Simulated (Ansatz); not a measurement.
Isolated molecules relaxed with PBE0-D4/def2-TZVP in Ansatz; ΔE leaves out vibrations. CCSD(T)/CBS adds triple-zeta CCSD(T) − MP2 to the extrapolated MP2 energy (def2 sets, frozen cores). This one scheme is used for every species, atoms too. Functionals use def2-TZVPP. B3LYP here is the variant with VWN-RPA as its local correlation; programs differ in this. No spin–orbit coupling; open shells (•) take unrestricted orbitals. One conformer a species, not always the lowest.

Consider the homolysis of the H–S bond: `F[SiH](F)S` → H• + `F[SiH](F)[S]`•.

`F[SiH](F)S`:

Z-matrix (Å, degrees):
```
Si
F 1 1.585
S 1 2.104 2 111.3
F 1 1.585 2 105.3 3 120.8
H 1 1.470 2 109.7 3 -121.2
H 3 1.346 1 93.3 2 58.6
```

`F[SiH](F)[S]`•:

```xyz
5

F    -0.074   -0.946    1.302
Si   -0.071    0.034    0.059
F    -1.425   -0.253   -0.708
S     1.607   -0.269   -1.173
H    -0.038    1.434    0.520
```

What is ΔE at CCSD(T)/CBS? (Estimate.)

The calculation gave: +4.18 eV.

What do these levels give: revPBE-D4, BLYP-D4, B97M-V, B3LYP-D4, r2SCANh-D4, PBE, PBE0, B3LYP, r2SCAN0, CCSD/def2-SVP, CCSD(T)/def2-SVP, CCSD/CBS(def2)? (Best estimate.)

The calculation gave: revPBE-D4 4.01, BLYP-D4 4.02, B97M-V 4.12, B3LYP-D4 4.07, r2SCANh-D4 4.04, PBE 4.04, PBE0 4.02, B3LYP 4.04, r2SCAN0 4.02, CCSD/def2-SVP 3.88, CCSD(T)/def2-SVP 3.91, CCSD/CBS(def2) 4.13 eV.

Largest T1 diagnostic among the species: 0.013.

Leaving LDA and LC-ωPBE aside and taking each functional with its dispersion term where it has one, the values, not all of them listed here, spread over 0.17 eV, from BHLYP-D4 to ωB97M-V. LDA lies +0.54 eV from PBE without D4, its usual overbinding. At CCSD(T), def2-SVP lies −0.27 eV from the extrapolated value and def2-TZVPP −0.10 eV: correlation converges slowly with the basis, and small sets miss more of it in the bonded molecule than in its fragments. From r2SCAN to r2SCAN0 (25 % exact exchange), in def2-TZVPP and without D4, ΔE moves by −0.03 eV: exact exchange takes away binding that semilocal exchange gives to molecules.
